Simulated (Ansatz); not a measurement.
`C[O][Zr]([O]C)([O]C)[O]C`, relaxed with RKS PBE0-D4/def2-TZVP in the Gaussian-basis code of Ansatz from a GFN2-xTB geometry. The force threshold is 0.005 eV/Å; the program also tests the step.

Total charge 0; spin multiplicity 1. Zr takes the def2 core potential.

Start:

```xyz
21

C    -2.120   -1.464   -0.949
O    -0.735   -1.571   -0.759
Zr   -0.002    0.003   -0.002
O    -0.480    1.487   -1.079
C     0.123    1.421   -2.343
O     1.887   -0.124    0.067
C     2.452    0.962    0.752
O    -0.671    0.223    1.757
C    -0.455   -0.919    2.542
H    -2.513   -2.430   -1.303
H    -2.359   -0.695   -1.710
H    -2.636   -1.206    0.000
H     1.219    1.565   -2.269
H    -0.079    0.444   -2.833
H    -0.286    2.219   -2.984
H     2.084    1.928    0.346
H     2.218    0.914    1.834
H     3.547    0.934    0.637
H     0.598   -1.265    2.466
H    -1.127   -1.745    2.234
H    -0.667   -0.681    3.596
```

```tsv
step	energy (eV)	largest force (eV/Å)	largest move (Å)
1	-13808.0074	1.393	0.000
2	-13808.5825	0.341	0.195
3	-13808.7113	0.470	0.195
4	-13808.8265	0.359	0.199
5	-13808.9188	0.503	0.199
6	-13808.9995	0.567	0.196
7	-13809.0695	0.635	0.195
8	-13809.1244	0.717	0.196
9	-13809.1772	0.674	0.195
10 (rejected)	-13809.0062	2.029	0.168
11	-13809.2501	0.072	0.082
13	-13809.3021	0.118	0.148
15	-13809.3449	0.257	0.141
17	-13809.3691	0.260	0.152
19	-13809.3802	0.140	0.045
21	-13809.3843	0.017	0.050
23	-13809.3848	0.008	0.016
25	-13809.3850	0.012	0.023
27	-13809.3851	0.006	0.028
29	-13809.3852	0.003	0.020
31	-13809.3852	0.004	0.018
33	-13809.3852	0.005	0.002
35	-13809.3852	0.001	0.007
```

End:

```xyz
21

C    -1.255   -2.681   -1.487
O    -0.730   -1.560   -0.866
Zr    0.000    0.000    0.000
O    -0.400    1.565   -1.052
C    -0.687    2.688   -1.809
O     1.911   -0.192    0.165
C     3.284   -0.328    0.286
O    -0.781    0.187    1.753
C    -1.343    0.321    3.011
H    -0.462   -3.398   -1.733
H    -1.765   -2.407   -2.418
H    -1.979   -3.184   -0.837
H     0.235    3.192   -2.125
H    -1.252    2.419   -2.709
H    -1.285    3.405   -1.234
H     3.804    0.480   -0.241
H     3.588   -0.299    1.338
H     3.620   -1.282   -0.139
H    -0.571    0.278    3.789
H    -2.064   -0.482    3.204
H    -1.867    1.279    3.105
```

It took 64 s on 4 threads of an AMD EPYC 7R13 on a shared host and a share of an NVIDIA H100 80 GB, with 1.1 GiB of host memory at the peak.
